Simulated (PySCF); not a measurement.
Br (SMILES [Br+]), charge +1, triplet. Base run: TPSS/6-31G in PySCF.

PySCF was given this input:
```python
from pyscf import gto, scf, dft

mol = gto.Mole()
mol.atom = '''
    Br    0.00000000    0.00000000    0.00000000
'''
mol.basis = '6-31g'
mol.charge = 1
mol.spin = 2
mol.verbose = 4
mol.build()

mf = dft.UKS(mol)
mf.xc = 'tpss'
mf.kernel()
```

Each row names what was changed in the base input (with any setting that the change needs).

```
change                                       ΔE vs base (mEh)  SCF cycles  <S^2>        outcome
-------------------------------------------  ----------------  ----------  -----  -------------
base                                                    0.000           6  2.000      converged
diis = off (with mf.max_cycle = 100)                    0.000          27  2.000      converged
diis_space = 12                                         0.000           6  2.000      converged
DIIS = EDIIS                                            0.000          22  2.000      converged
solver = newton; init_guess = 1e                            -           -      -  not converged
diis_space = 2                                          0.000          10  2.000      converged
conv_tol = 1e-7                                         0.000           6  2.000      converged
level_shift = 0.3 (with mf.max_cycle = 100)             0.000           9  2.000      converged
solver = newton                                         0.000           -  2.000      converged
init_guess = 1e                                         0.000           9  2.000      converged
conv_tol_grad = 1e-3                                    0.000           6  2.000      converged
conv_tol = 1e-12                                        0.000           7  2.000      converged
damp = 0.5; diis_start_cycle = 5                        0.000           8  2.000      converged
```

Open shells are given as the SCF converged; they aren't shown to be the lowest states, and a large step between rows can be another state.
